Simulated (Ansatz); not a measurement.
Job for Ansatz (a program for electronic structure): U-r2SCAN/def2-TZVPP on FGeI (SMILES [F][Ge][I]), a point of a bond scan (R = 4.056 Å). Elements past Kr take the def2 small-core potentials; no spin–orbit coupling.

Ansatz 0.2 input:
```yaml
crystal:
  periodic: [false, false, false]
  atoms:
    - {symbol: Ge, position_ang: [0.58880677, 0.82647042, 1.02097454]}
    - {symbol: F, position_ang: [1.68188092, 3.68420517, -1.64177960]}
    - {symbol: I, position_ang: [-0.53619480, -0.85033448, -0.59321667]}
basis:
  gaussian:
    orbitals: def2-TZVPP
hamiltonian:
  xc: {name: r2SCAN}
magnetization: {spin_polarized: true, initial_magnetization: 0}
```

The head of its log:

```
WARN ansatz: RAYON_NUM_THREADS=1 ignored (pool sized by the plan → 1); use --threads N
Functional definition: r2SCAN
integrals: 0.05 GiB planned
881 factors; their error is unknown
mean field: 0.43 GiB planned
mean field evaluation 1: about -67329.0314 eV, gradient 4.1e1 eV
mean field evaluation 2: about -66973.9149 eV, gradient 1.3e2 eV
```

Q: Predict the final total energy.

A: -2474.5765 hartree. Its determinant has ⟨S²⟩ = 0.58, a mixture of spin states.
